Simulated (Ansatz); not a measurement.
```yaml
crystal:
  periodic: [false, false, false]
  atoms:
    - {symbol: W, position_ang: [-0.207701, -0.958353, 0.644427]}
    - {symbol: W, position_ang: [0.222481, 0.853165, -0.602658]}
    - {symbol: O, position_ang: [-1.093999, -0.368976, -0.977414]}
    - {symbol: O, position_ang: [1.179329, 0.453537, 0.891147]}
basis:
  gaussian: {orbitals: def2-mTZVP}
total_charge: 1
magnetization: {spin_polarized: true, initial_magnetization: 1}
hamiltonian: {xc: {name: wPBEh}}
scf: {omitted_lower_state_checks: [starts]}
output: {forces: true}
```

```sh
$ ansatz run in.yaml --threads 4 --pin off --events-out ev --progress --plain --max-ram 3916MiB
```

Output, abridged:

```
Functional definition: wPBEh
1240 factors; integrals over basis functions are off by at most 3.0e-4 eV
94 factors; integrals over basis functions are off by at most 6.2e-7 eV
mean field evaluation 1: about -7704.7271 eV, gradient 8.8e1 eV
mean field evaluation 2: about -7346.3917 eV, gradient 2.2e2 eV
mean field evaluation 4: about -7670.2890 eV, gradient 1.0e2 eV
mean field evaluation 8: about -7732.5094 eV, gradient 5.5e-1 eV
mean field -7732.55003400 eV, -284.1659724389 hartree, gradient 1.8e-5 eV, S^2 1.952535; 0 other end points of the search recorded, 0 dependent functions left out
reference -7732.55008653 eV, -284.1659743693 hartree; 22, 21 occupied and 98, 99 virtual orbitals, 1240 factors
Total energy: -7732.55008653 eV, -284.1659743693 hartree
Atom 0 at    -0.207701    -0.958353     0.644427 Å, force    -0.096366    -2.102566     1.896003 eV/Å
Atom 1 at     0.222481     0.853165    -0.602658 Å, force     0.487239     2.066526    -1.458729 eV/Å
Atom 2 at    -1.093999    -0.368976    -0.977414 Å, force    -1.530494    -0.286212    -1.491111 eV/Å
Atom 3 at     1.179329     0.453537     0.891147 Å, force     1.139620     0.322252     1.053838 eV/Å
Dipole moment:    -0.032188    -0.071519     0.033629 e Å
Checks for a lower state left out: starts
```

It took 4.3 s on 4 threads of Arm Neoverse V2 on a shared host.

In the def2 sets W takes a core potential; there is no spin–orbit coupling. The charge 1 doublet is spin-contaminated (final ⟨S²⟩ up to 1.95, 0.75 for a pure state).

The dipole of an ion depends on the origin.
